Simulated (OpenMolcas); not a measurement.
# Zr3+: moving or changing the point charges

Zr3+ among 6 point charges of -1.7 e arranged as a trigonal antiprism (D3d), 2.25 Å from the ion, with a polar angle of 55.8° against the regular 54.74°.
```
   0.0000    1.8616    1.2637  -1.70
  -1.6122   -0.9308    1.2637  -1.70
   1.6122   -0.9308    1.2637  -1.70
   0.0000   -1.8616   -1.2637  -1.70
   1.6122    0.9308   -1.2637  -1.70
  -1.6122    0.9308   -1.2637  -1.70
```

```yaml
Program: OpenMolcas 26.06
Method: "SS-CASPT2, IPEA 0.25 Eh, imaginary shift 0.1 Eh (closed shells correlated: 4s 4p)"
Basis: ANO-RCC-VDZP [6s5p3d1f]
Scalar_Hamiltonian: DKH2, point nucleus
Active_space: 1 electron in 5 orbitals (4d)
State_averaging: 2S+1 = 2 even, 5 roots
Spin-orbit_coupling: RASSI with atomic mean-field integrals over the reference wave functions
```

Runs around this geometry, states (labels of D3, the rotations of D3d). Energies in cm-1 above the lowest state or level, χT in cm3 K/mol.

| R (Å) | q (e) | Polar angle / regular | Ground state | First state of that spin | First gap with spin-orbit (degeneracies) | χT at 300 K |
| --- | --- | --- | --- | --- | --- | --- |
| 2.25 | -1.7 | 0.94 | 2E | 2A1 2790 | 600 (2, 2) | 0.213 |
| 2.25 | -1.36 | 1.02 | 2A1 | 2E 700 | 620 (2, 2) | 0.235 |
| 2.25 | -1.7 | 1.02 | 2A1 | 2E 1000 | 890 (2, 2) | 0.263 |
| 2.41 | -1.7 | 1.02 | 2A1 | 2E 750 | 670 (2, 2) | 0.235 |

Taking the first state of the same spin as R^-n, n = -ln(750 / 1000) / ln(2.41 / 2.25) = 4.2 between the shortest and longest distance.

Scaling the charges by -1.36 / -1.7 = 0.80 scales the first state of the same spin by 700 / 1000 = 0.70; with fixed orbitals a first-order splitting would follow the charge.

The ground state changes within this set.

Roots that are degenerate in the reference are averaged as groups; the widest CASPT2 spread within a group is 96 cm-1 (the 2-fold group of multiplicity 2 near 14000 cm-1 above the lowest state of its run, R = 2.25, q = -1.7, ratio = 1.02). Shifts and gaps below about the spread of the groups concerned are not significant. Free-ion shares, where given, are those of the reference states; single-state CASPT2 does not remix them. An orbital doublet at a regular site is open to a Jahn-Teller distortion, which this geometry leaves out (holds for R = 2.25, q = -1.7, ratio = 0.94). Point charges carry no covalency, so the field is a model and not that of real ligands. No measured value stands beside these numbers.
